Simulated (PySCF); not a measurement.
Relaxation of quartet NiS₂⁻

Level of theory: UPBE0/[Ni def2-SVPD, S def2-SVPD], no relativity, density fitting, PySCF. A (50,194) grid was used.

A hand-made bent start, of C2v symmetry, held to at least that symmetry:

Coordinates in bohr (charge -1 multiplicity 4):
```
Ni    0.0000    0.0000   -1.1089
S     3.0185    0.0000    1.0047
S    -3.0185    0.0000    1.0047
```

Problem. What forces act on the atoms at the start (eV/Å)?

Solution. 
```json
{"atom": "Ni1", "Fx": "0.00", "Fy": "0.00", "Fz": "-1.48"}
{"atom": "S2", "Fx": "2.59", "Fy": "0.00", "Fz": "0.74"}
{"atom": "S3", "Fx": "-2.59", "Fy": "0.00", "Fz": "0.74"}
```

Problem. What does it relax to?

Solution. It ends at D∞h with Ni–S 2.077 Å (×2); S–Ni–S 180.0°. A frequency run shows a minimum. Other isomers or separated fragments may lie lower.

Problem. How much energy is released, and in how many steps?

Solution. 87.3 kJ/mol in 11 steps.

Other spin states or occupations of the open shell can lie lower.
